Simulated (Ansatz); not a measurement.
Two shapes of singlet H₆.

Shape 1:

```xyz
6

H     0.0000    0.0000   -2.3750
H     0.0000    0.0000   -1.4250
H     0.0000    0.0000   -0.4750
H     0.0000    0.0000    0.4750
H     0.0000    0.0000    1.4250
H     0.0000    0.0000    2.3750
```

Shape 2:

```xyz
6

H     0.0000    0.0000   -2.3037
H     0.0000    0.0000   -1.3822
H     0.0000    0.0000   -0.4607
H     0.0000    0.0000    0.4607
H     0.0000    0.0000    1.3822
H     0.0000    0.0000    2.3037
```

Basis set: def2-SVP (spherical functions). All electrons are correlated. Charge 0, multiplicity 1.

Computed with Ansatz (development build ahead of 0.2.0); each method stands on the lowest determinant of its kind that the runs found.

Q: Which shape is lower in energy, and by how much in each method?

A:

```tsv
method	E(2) − E(1) (eV)
RHF	-0.031
RHF-MP2	-0.025
```

Shape 2 is lower. Caution: stretched shape with no unrestricted run beside it, a lower state can exist. Caution for RHF-MP2: bonds are stretched, where a single reference can fail.
